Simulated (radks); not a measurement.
Question: All-electron calculation, scalar-relativistic Kohn-Sham, LDA (Slater exchange, Perdew-Wang correlation), spin-polarised, spherical densities, point nucleus; open shells are filled with parallel spins first. Program: a radial shooting solver on a logarithmic mesh with Libxc functionals. Each species is in its NIST ground configuration. Rank Zn2+, Sc2+, Co2+, Mn2+, Ti2+, Ni2+, Fe2+, Cu2+, Cr2+, V2+ by Delta-SCF ionisation energy (eV), largest first.

Answer: Zn2+ 40.616, Cu2+ 38.516, Ni2+ 36.333, Mn2+ 34.329, Co2+ 34.051, Cr2+ 32.257, Fe2+ 31.642, V2+ 30.082, Ti2+ 27.776, Sc2+ 25.297.
